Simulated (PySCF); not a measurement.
Molfile (atoms numbered from 1):
```
C4H11ClOSi2
     RDKit          3D

 19 19  0  0  0  0  0  0  0  0999 V2000
    3.8543    2.5616    2.0679 Si  0  0  0  0  0  4  0  0  0  0  0  0
    2.2859    2.8191    1.5651 O   0  0  0  0  0  0  0  0  0  0  0  0
    1.2165    4.0543    1.3233 Si  0  0  0  0  0  4  0  0  0  0  0  0
    2.2641    5.8208    1.6845 Cl  0  0  0  0  0  0  0  0  0  0  0  0
    0.3954    4.0690   -0.3639 C   0  0  0  0  0  0  0  0  0  0  0  0
   -1.0612    3.6974   -0.0325 C   0  0  0  0  0  0  0  0  0  0  0  0
   -1.4359    4.3001    1.3298 C   0  0  0  0  0  0  0  0  0  0  0  0
   -0.3460    3.9315    2.3497 C   0  0  0  0  0  0  0  0  0  0  0  0
    4.8175    3.1910    1.1180 H   0  0  0  0  0  0  0  0  0  0  0  0
    4.0643    3.1243    3.4343 H   0  0  0  0  0  0  0  0  0  0  0  0
    4.0723    1.0885    2.0964 H   0  0  0  0  0  0  0  0  0  0  0  0
    0.8655    3.3911   -1.0912 H   0  0  0  0  0  0  0  0  0  0  0  0
    0.4551    5.0890   -0.7787 H   0  0  0  0  0  0  0  0  0  0  0  0
   -1.1547    2.5987    0.0277 H   0  0  0  0  0  0  0  0  0  0  0  0
   -1.7584    4.0261   -0.8195 H   0  0  0  0  0  0  0  0  0  0  0  0
   -2.4343    3.9649    1.6532 H   0  0  0  0  0  0  0  0  0  0  0  0
   -1.4911    5.3990    1.2339 H   0  0  0  0  0  0  0  0  0  0  0  0
   -0.3580    4.5585    3.2525 H   0  0  0  0  0  0  0  0  0  0  0  0
   -0.4560    2.8816    2.6736 H   0  0  0  0  0  0  0  0  0  0  0  0
  1  2  1  0
  2  3  1  0
  3  4  1  0
  3  5  1  0
  5  6  1  0
  6  7  1  0
  7  8  1  0
  8  3  1  0
  1  9  1  0
  1 10  1  0
  1 11  1  0
  5 12  1  0
  5 13  1  0
  6 14  1  0
  6 15  1  0
  7 16  1  0
  7 17  1  0
  8 18  1  0
  8 19  1  0
M  END
```

Geometry: PBE0-D3(BJ)/def2-SVP; GIAO shifts from PySCF, gas phase, non-relativistic, averaged over equivalent atoms.

At PBE0/pcSseg-1 (212 basis functions, 57 s wall time on 1 thread of an Arm Neoverse V2, shared host):
```tsv
atoms	δ (ppm)
Si3	42.4
Si1	-36.5
O2	54.7
Cl4	58.3
C6/C7	27.3
C5/C8	17.6
H9/H10/H11	5.00
H15/H17	1.52
H14/H16	1.51
H13/H18	0.73
H12/H19	0.73
```

δ = σ(ref) − σ, references computed at the same level: ²⁹Si (351.99 ppm) and ¹³C (184.41 ppm) and ¹H (31.27 ppm) vs TMS; H2O for ¹⁷O (334.56 ppm); ³⁵Cl (943.27 ppm) vs HCl.

Estimate the result of repeating the calculation with HF/pcSseg-1.

Answers


```json
{"atoms": "Si3", "δ at HF/pcSseg-1": "30.3", "change": "-12.1"}
{"atoms": "Si1", "δ at HF/pcSseg-1": "-42.5", "change": "-6.0"}
{"atoms": "O2", "δ at HF/pcSseg-1": "30.6", "change": "-24.1"}
{"atoms": "Cl4", "δ at HF/pcSseg-1": "4.7", "change": "-53.6"}
{"atoms": "C6/C7", "δ at HF/pcSseg-1": "23.4", "change": "-3.9"}
{"atoms": "C5/C8", "δ at HF/pcSseg-1": "13.0", "change": "-4.6"}
{"atoms": "H9/H10/H11", "δ at HF/pcSseg-1": "4.49", "change": "-0.51"}
{"atoms": "H15/H17", "δ at HF/pcSseg-1": "1.37", "change": "-0.15"}
{"atoms": "H14/H16", "δ at HF/pcSseg-1": "1.37", "change": "-0.14"}
{"atoms": "H13/H18", "δ at HF/pcSseg-1": "0.53", "change": "-0.20"}
{"atoms": "H12/H19", "δ at HF/pcSseg-1": "0.55", "change": "-0.18"}
```

Referencing at the same level of theory: TMS for ²⁹Si (σref 393.43), ¹³C (σref 190.85), ¹H (σref 31.69); H2O for ¹⁷O (σref 333.31); ³⁵Cl (σref 955.90) vs HCl.

The largest change is at Cl4 (chlorine bonded to Si). Cost: 212 basis functions, 24 s wall time on 1 thread of an Arm Neoverse V2, shared host.

Experimental scales use liquid or dissolved standards, which lie at an offset from isolated H2O (liquid H2O: subtract about 36 ppm).
